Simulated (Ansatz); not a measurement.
`CO[SiH2]S[SiH2]F` + CH₃OH → `CO[SiH2]S[SiH2]OC` + H–F  (ligand exchange at the Si–F bond)

Gas-phase electronic energies from Ansatz, PBE0-D4/def2-TZVP geometries. CBS: MP2 limit from def2 TZ/QZ plus the TZ coupled-cluster correction, frozen cores. This one scheme is used for every species. DFT in def2-TZVPP. B3LYP here is the variant with VWN-RPA as its local correlation; programs differ in this. One conformer a species, not always the lowest.

CCSD(T)/CBS gives +36.7 kJ/mol.

(1) Another level gave +41.7 kJ/mol. Which?
A. B3LYP/def2-TZVPP
B. PBE/def2-TZVPP
C. ωB97X-V/def2-TZVPP
D. MP2/def2-TZVPP

Largest T1 diagnostic among the species: 0.012.

Results:

(1) C. ωB97X-V 41.7, MP2/def2-TZVPP 33.6, B3LYP 51.0, PBE 46.3 kJ/mol.

The D4 term adds −12.1 kJ/mol with B3LYP and −7.4 kJ/mol with PBE0; it sums over pairs of atoms, weighted by their polarisabilities, and B3LYP, whose exchange is more repulsive, gets the larger term. In def2-TZVPP, CCSD(T) changes the Hartree–Fock value by −16.5 kJ/mol (the triples alone add −2.7 kJ/mol) and MP2 by −19.3 kJ/mol.
